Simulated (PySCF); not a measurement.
# Electron correlation in Kr¹⁸⁺ (krypton, charge +18)

[Ar], closed-shell 1S. Calculation: PySCF 2.14, in an uncontracted even-tempered set (17 s from 1.7 bohr⁻², ratio 2.5; 11 p from 2.2 bohr⁻², ratio 2.5; 5 d from 12 bohr⁻², ratio 2.7; 4 f from 18 bohr⁻², ratio 2.7); no relativity, point nucleus. Frozen: 1s2; 16 electrons correlated; the 18 highest virtual orbitals of each spin left out.

```csv
level,correlation energy (mhartree)
CCSD,-614.18
(T),-2.50
CCSD(T),-616.68
```

Diagnostics: T1 = 0.00086, D1 = 0.0020, largest double amplitude 0.023.

Is a single reference adequate?

Yes, within this model without spin-orbit coupling: T1 lies below 0.03 and no double amplitude reaches 0.07.

At this charge a non-relativistic calculation is a model, useful for the Z dependence of the correlation energy.
